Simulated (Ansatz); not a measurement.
Geometry optimisation, DFT PBE-D3(BJ), scalar-relativistic, plane waves, PAW in Ansatz.

Input:

```yaml
crystal:
  lattice:
    - [6.087604, 0.0, 0.0]
    - [0.0, 6.087604, 0.0]
    - [0.0, 0.0, 6.087604]
  atoms:
    - { symbol: O, position: [0.2446188, 0.0759696, 0.4710259], spin: 1.0 }
    - { symbol: O, position: [0.2624045, 0.0659456, 0.2673757], spin: 1.0 }
    - { symbol: O, position: [0.6439805, 0.4029421, 0.1859336], spin: 1.0 }
    - { symbol: O, position: [0.706116, 0.5616856, 0.0726644], spin: 1.0 }
    - { symbol: O, position: [0.7837272, 0.2962098, 0.7863009], spin: 1.0 }
    - { symbol: O, position: [0.9801997, 0.260285, 0.7415997], spin: 1.0 }
    - { symbol: O, position: [0.6548658, 0.9036994, 0.7957999], spin: 1.0 }
    - { symbol: O, position: [0.6445965, 0.7808818, 0.6323966], spin: 1.0 }
    - { symbol: O, position: [0.1526806, 0.761651, 0.9341143], spin: 1.0 }
    - { symbol: O, position: [0.0582255, 0.634719, 0.8042808], spin: 1.0 }
    - { symbol: O, position: [1.0202447, 0.7548784, 0.3981004], spin: 1.0 }
    - { symbol: O, position: [0.9021567, 0.8783528, 0.2854083], spin: 1.0 }
magnetization:
  spin_polarized: true
basis:
  ecutwfc: 420.0
kpoints:
  mp_grid: { grid: [1, 1, 1] }
hamiltonian:
  xc: pbe
  dispersion: d3bj
scf:
  occupations: { method: fermi_dirac, width: 0.02 }
  lower_state_search: "off"
relax:
  f_tol: 0.3
  max_steps: 15
  adjacent_minimum: "off"
```

Command:

```bash
$ ansatz run input.yaml --threads 1 --pin off --max-ram 3072MiB --backend cpu --events-out ev --progress --plain --runs-dir out
```

Q: Where does it end, and by what steps?

A: The forces met the threshold. The threshold is loose, so the end isn't yet a minimum. The force dipped under the threshold on the way, but the program's further checks kept it going. Limits of this set-up: coarse k mesh. After 12 steps the energy has fallen by 1.331 eV; O8 moved furthest, 1.10 Å.

```tsv
step	energy less start (eV)	largest force component (eV/Å)	accepted
0	0.0000	1.949	yes
1	-0.7387	1.329	yes
2	-0.9834	1.789	yes
3	-1.0977	1.196	yes
4	-1.1529	1.406	yes
5	-1.2492	0.440	yes
6	-1.2966	0.240	yes
7	-1.2440	1.922	no
8	-1.3099	0.634	yes
9	-1.3264	0.187	yes
10	-1.3264	0.187	yes
11	-1.3193	1.024	no
12	-1.3313	0.294	yes
```

```xyz
12
Lattice="6.0876 0.0000 0.0000 0.0000 6.0876 0.0000 0.0000 0.0000 6.0876" Properties=species:S:1:pos:R:3
O 1.916 1.399 2.588
O 1.927 1.095 1.404
O 4.632 2.464 1.296
O 3.934 3.277 0.712
O 4.788 1.628 4.316
O 5.689 0.969 4.804
O 3.591 4.925 4.307
O 3.011 4.293 3.442
O 1.172 4.594 5.970
O 0.746 3.604 5.401
O 6.119 4.884 2.574
O 5.416 5.691 1.994
```

Time of the run: 85 s on 1 thread of AMD EPYC 7571 (shared host), peak memory 0.4 GiB.
